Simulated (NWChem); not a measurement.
Molecule: KCl; SMILES [Cl][K]

```xyz
2

K      0.0000     0.0000    -1.2555
Cl     0.0000     0.0000     1.3988
```
Atoms are numbered in this order, from 1.

The geometry was optimised at PBE0/def2-SVP.

Q: List the 4 lowest vertical singlet excitations from PBE0/def2-SVPD, TDA (NWChem).

A: 
```json
[
 {"state": "S1", "energy (eV)": "3.89", "oscillator strength": "0.010", "leading excitation (squared amplitude)": "HOMO → LUMO (0.99)"},
 {"state": "S2", "energy (eV)": "3.89", "oscillator strength": "0.010", "leading excitation (squared amplitude)": "HOMO−1 → LUMO (0.99)"},
 {"state": "S3", "energy (eV)": "4.19", "oscillator strength": "0.072", "leading excitation (squared amplitude)": "HOMO−2 → LUMO (0.98)"},
 {"state": "S4", "energy (eV)": "5.34", "oscillator strength": "0.000", "leading excitation (squared amplitude)": "HOMO−1 → LUMO+1 (0.36)"}
]
```
